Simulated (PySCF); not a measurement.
Input of a run (PBE0-D3(BJ)/def2-SVP geometry optimisation, gas phase (PySCF 2.14.0)), started from GFN2-xTB:
```
{"job": {"xc": "PBE0", "basis": "def2-SVP", "d3": "d3bj", "grid": 1, "shake": 0.01, "kind": "geom"}, "charge": 0, "multiplicity": 1}
P     -2.412760    -0.107970    -0.261650
Ge    -0.362720     0.899720    -0.358180
Ge     1.529050    -0.415120     0.255550
H     -1.918300    -1.302260    -0.719700
H     -2.272830    -0.457950     1.052280
H     -0.163110     1.460720    -1.755570
H     -0.392610     2.165050     0.480520
H      1.958810    -1.401130    -0.794770
H      1.300230    -1.236250     1.513040
H      2.784690     0.374260     0.567430
```

Output (energies in Eh, forces in Eh/bohr):
```
step   0  E = -4498.27985186  max force = 0.028233
step   1  E = -4498.28680578  max force = 0.007228
step   2  E = -4498.28732725  max force = 0.001216
step   3  E = -4498.28737113  max force = 0.000314
step   4  E = -4498.28742269  max force = 0.001190
step   5  E = -4498.28747757  max force = 0.001354
step   6  E = -4498.28752487  max force = 0.000874
step   7  E = -4498.28755294  max force = 0.000489
step   8  E = -4498.28757522  max force = 0.000444
step   9  E = -4498.28759455  max force = 0.000544
step  10  E = -4498.28760587  max force = 0.000442
optimisation converged
```

Problem. Summarise the run.

Solution. The energy falls by 0.211 eV over 11 energy and gradient evaluations, the largest force component goes from 0.0282 to 4.4e-04 Eh/bohr, and the atoms move by 0.237 Å rms after alignment. The bond that changes most is P1–H5 (three-coordinate phosphorus to P–H hydrogen), which lengthens by 0.064 Å. Bonds longer at the end by more than 0.005 Å: 9 of 9; shorter: 0. Among the angles that change most is H6–Ge2–H7, from 101.7° to 107.8°. Among the dihedrals that turn most is H7–Ge2–Ge3–H8, from -159° to -177°. The energy never rose by more than 1e-6 Eh on the way. The first step brought 90 % of the lowering.

Problem. What are the final bond lengths?

Solution. P1–Ge2 2.335 Å, Ge2–Ge3 2.423 Å, P1–H4 1.431 Å, P1–H5 1.430 Å, Ge2–H6 1.542 Å, Ge2–H7 1.542 Å, Ge3–H8 1.540 Å, Ge3–H9 1.540 Å, Ge3–H10 1.541 Å. Numbering counts from 1 in the input's order; the species is `[PH2][GeH2][GeH3]`.

The run used 117 basis functions and 64 SCF cycles in all. Hardware: an Arm Neoverse V1 with one thread, shared host with 32 logical CPUs at a one-minute load of 14. Cost: 67 s, 0.50 GiB resident at most.

No PBE0-D3(BJ)/def2-SVP frequencies stand behind this structure, so it isn't proved a minimum. One conformer, not necessarily the lowest.
